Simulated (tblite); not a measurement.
Species: C4H9FOSi.
Atom-mapped SMILES: `[CH3:1][O:2][SiH2:3]/[C:4]([CH3:5])=[CH:6]\[F:7]` (hydrogens: H8, H9, H10 on C1; H11, H12 on Si3; H13, H14, H15 on C5; H16 on C6)

Computed with GFN2-xTB (tblite), gas phase: L-BFGS steps from a force-field or distance-geometry start until the largest atomic force falls under 0.01 eV/Å.

Step 35: E = -644.7401 eV
```
atom  x, y, z in Å  |  force x, y, z in eV/Å
C1      2.7020    0.3024    0.6436   -0.023  -0.021  -0.001
O2      1.4083    0.6781    0.2844   -0.008  -0.013   0.041
Si3     0.4379    0.3392   -0.9685    0.038   0.004  -0.009
C4     -1.1631   -0.3090   -0.1873    0.023   0.012  -0.046
C5     -2.1178    0.6926    0.3882   -0.002  -0.007  -0.016
C6     -1.4705   -1.5925   -0.1301   -0.007   0.012   0.002
F7     -0.6713   -2.5539   -0.6443   -0.019   0.010   0.011
H8      3.4390    0.8533    0.0521   -0.012   0.000   0.034
H9      2.8598   -0.7681    0.4945    0.002   0.012  -0.014
H10     2.8314    0.5366    1.7026    0.052   0.013  -0.037
H11     0.9949   -0.6343   -1.9028    0.010  -0.023   0.007
H12     0.1898    1.6287   -1.6152   -0.032  -0.010  -0.018
H13    -1.5747    1.5669    0.7349   -0.024   0.003   0.052
H14    -2.8161    1.0127   -0.3837   -0.005   0.056  -0.027
H15    -2.6909    0.2708    1.2106   -0.024   0.008   0.015
H16    -2.3661   -2.0145    0.3093    0.031  -0.056   0.006
```

Step 36: E = -644.7410 eV
```
atom  x, y, z in Å  |  force x, y, z in eV/Å
C1      2.6996    0.3022    0.6412   -0.029  -0.022   0.011
O2      1.4042    0.6805    0.2890    0.005  -0.031   0.034
Si3     0.4387    0.3386   -0.9675    0.033   0.008  -0.016
C4     -1.1642   -0.3088   -0.1888    0.044  -0.003  -0.045
C5     -2.1183    0.6941    0.3876    0.014  -0.036  -0.022
C6     -1.4699   -1.5928   -0.1284   -0.023   0.009   0.000
F7     -0.6733   -2.5573   -0.6421   -0.017   0.040   0.015
H8      3.4341    0.8552    0.0489   -0.009  -0.012   0.024
H9      2.8551   -0.7689    0.4906    0.005   0.034  -0.022
H10     2.8339    0.5345    1.6995    0.052   0.014  -0.019
H11     1.0058   -0.6317   -1.9001   -0.005  -0.020   0.020
H12     0.1921    1.6274   -1.6157   -0.037  -0.005  -0.024
H13    -1.5742    1.5650    0.7419   -0.027  -0.001   0.033
H14    -2.8130    1.0173   -0.3866    0.001   0.062  -0.010
H15    -2.6933    0.2686    1.2067   -0.038   0.011   0.013
H16    -2.3651   -2.0148    0.3125    0.032  -0.048   0.007
```

Step 37: E = -644.7422 eV
```
atom  x, y, z in Å  |  force x, y, z in eV/Å
C1      2.6965    0.3016    0.6390   -0.021  -0.012   0.021
O2      1.3990    0.6791    0.2940    0.010  -0.049   0.026
Si3     0.4400    0.3371   -0.9680    0.017   0.011  -0.015
C4     -1.1654   -0.3089   -0.1917    0.043  -0.016  -0.028
C5     -2.1184    0.6956    0.3861    0.020  -0.048  -0.019
C6     -1.4696   -1.5933   -0.1257   -0.029   0.005  -0.007
F7     -0.6759   -2.5605   -0.6393   -0.003   0.059   0.011
H8      3.4275    0.8583    0.0464   -0.002  -0.022   0.000
H9      2.8528   -0.7695    0.4877    0.007   0.045  -0.030
H10     2.8371    0.5339    1.6956    0.042   0.012   0.013
H11     1.0172   -0.6285   -1.9007   -0.020  -0.017   0.034
H12     0.1935    1.6263   -1.6148   -0.038   0.000  -0.032
H13    -1.5733    1.5618    0.7516   -0.026  -0.012   0.006
H14    -2.8079    1.0261   -0.3904    0.017   0.059   0.013
H15    -2.6979    0.2675    1.2011   -0.044   0.007  -0.004
H16    -2.3627   -2.0176    0.3177    0.026  -0.025   0.011
```

Question: Estimate the geometry and energy of step 38. (The exact step hangs on the optimiser's Hessian estimate; all steps are aligned on step 37, rigid shifts and turns removed.)

Answer: E = -644.7432 eV, largest force 0.063 eV/Å
```
atom  x, y, z in Å  |  force x, y, z in eV/Å
C1      2.6937    0.3009    0.6380    0.001   0.005   0.025
O2      1.3935    0.6722    0.2979    0.005  -0.057   0.022
Si3     0.4411    0.3348   -0.9707   -0.004   0.014  -0.005
C4     -1.1662   -0.3099   -0.1955    0.016  -0.017   0.000
C5     -2.1173    0.6964    0.3839    0.011  -0.033  -0.007
C6     -1.4702   -1.5942   -0.1225   -0.022   0.003  -0.017
F7     -0.6787   -2.5629   -0.6361    0.020   0.053  -0.001
H8      3.4204    0.8620    0.0452    0.006  -0.024  -0.028
H9      2.8548   -0.7692    0.4872    0.008   0.040  -0.033
H10     2.8397    0.5360    1.6927    0.026   0.005   0.042
H11     1.0245   -0.6247   -1.9062   -0.029  -0.016   0.042
H12     0.1929    1.6264   -1.6118   -0.034   0.003  -0.040
H13    -1.5712    1.5574    0.7617   -0.017  -0.023  -0.017
H14    -2.8007    1.0381   -0.3942    0.034   0.045   0.029
H15    -2.7042    0.2678    1.1941   -0.039  -0.004  -0.029
H16    -2.3597   -2.0221    0.3248    0.017   0.006   0.015
```

The energy changes by -0.0011 eV. The first-order estimate −F·Δx gives -0.0015 eV and the mean of the old and new forces, exact on a quadratic surface, -0.0011 eV. The step makes an angle of 74° with the force vector and moves no atom by more than 0.015 Å.

The cost below is that of the whole relaxation. The run took 1.5 s of wall time on one thread, Arm Neoverse V1 (aarch64), shared host.
